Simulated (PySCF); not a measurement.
**Vertical excitation energies**

Compound: Si(SiH3)2Me2, C2H12Si3.
Structure used (PBE0-D3(BJ)/def2-SVP), in Å, numbered top down from 1:
```xyz
17
C2H12Si3 angstrom
Si    -0.1514    0.0067   -0.1006
Si    -0.1148   -0.0276    2.2475
H     -1.5013    0.0390    2.8130
H      0.6630    1.1323    2.7880
H      0.5272   -1.2883    2.7397
Si     2.0780    0.0056   -0.8360
H      2.8335   -1.1365   -0.2291
H      2.7663    1.2779   -0.4485
H      2.1555   -0.1286   -2.3277
C     -1.0222    1.5699   -0.7099
H     -1.0187    1.6120   -1.8108
H     -0.5224    2.4747   -0.3319
H     -2.0696    1.5892   -0.3699
C     -1.0269   -1.5421   -0.7407
H     -2.0682   -1.5783   -0.3828
H     -0.5153   -2.4548   -0.3982
H     -1.0411   -1.5516   -1.8420
```

Level of theory: TDDFT PBE0/def2-SVPD, vertical, gas phase, core orbitals frozen in the response (PySCF).

**Question.** List the vertical singlet excitations with oscillator strengths and describe the spectrum.

**Answer.** 

```csv
state,λ (nm),E (eV),f,"main configurations (H = HOMO, L = LUMO)"
S1,195.6,6.34,0.139,H→L (95%)
S2,192.5,6.44,0.0009,H→L+1 (98%)
S3,183.4,6.76,0.041,H→L+2 (96%)
S4,178.9,6.93,0.0034,H-1→L (95%)
S5,172.9,7.17,0.0070,"H→L+5 (71%), H-1→L+1 (17%), H→L+3 (9%)"
S6,170.0,7.29,0.148,"H-1→L+1 (49%), H→L+3 (32%), H-2→L (9%)"
S7,169.5,7.32,0.208,"H→L+4 (55%), H-1→L+1 (10%), H→L+3 (10%)"
S8,169.3,7.32,0.102,"H→L+3 (36%), H-1→L+2 (19%), H→L+4 (16%)"
S9,165.3,7.50,0.0001,"H-1→L+2 (68%), H→L+4 (17%)"
S10,162.6,7.63,0.098,"H-2→L (80%), H-1→L+1 (11%)"
```

Triplets, Tamm–Dancoff:

```
state  E (eV)  λ (nm)  main configurations (H = HOMO, L = LUMO)
   T1    5.43   228.2                                 H→L (92%)
   T2    5.83   212.8                               H→L+1 (91%)
   T3    6.28   197.5                               H-1→L (82%)
   T4    6.29   197.0                H-1→L+1 (49%), H→L+5 (36%)
```

The lowest singlet lies at 6.34 eV (196 nm, vacuum ultraviolet) and is of moderate strength; its leading configuration is HOMO→LUMO (95%). The most intense listed level is S7/S8 at 7.32 eV (169 nm, f = 0.310 summed), 0.98 eV above S1. S7/S8 lie within about 0.01 eV of each other. Löwdin shares by element: HOMO silicon 70%, hydrogen 5% or more (atoms not listed hold the other 26%); LUMO silicon 59%, hydrogen 8% or more (atoms not listed hold the other 33%). The listed states span 1.29 eV, and the widest gap between neighbours is 0.32 eV (S2 to S3). The oscillator strengths of these states sum to 0.748; summed over the whole spectrum of an exact calculation they would give the number of electrons, 66 (Thomas–Reiche–Kuhn). Orbital energies (eV): HOMO-3 -9.54, HOMO-2 -8.90, HOMO-1 -8.19, HOMO -7.47, LUMO -0.13, LUMO+1 0.19, LUMO+2 0.32. Orbitals of the list HOMO-3 to LUMO+2 that lie within 0.01 eV of each other are written together with a slash and their weights summed (≥ marks a lower bound); for degenerate orbitals outside that list single weights are arbitrary. Only the lowest 10 singlets were computed, as vertical energies without vibronic structure.

On one thread of an Arm Neoverse V1, shared host with 32 logical CPUs at a one-minute load of 19, this took 39 s (grids of density and orbitals included) and 0.90 GiB of memory at its peak.
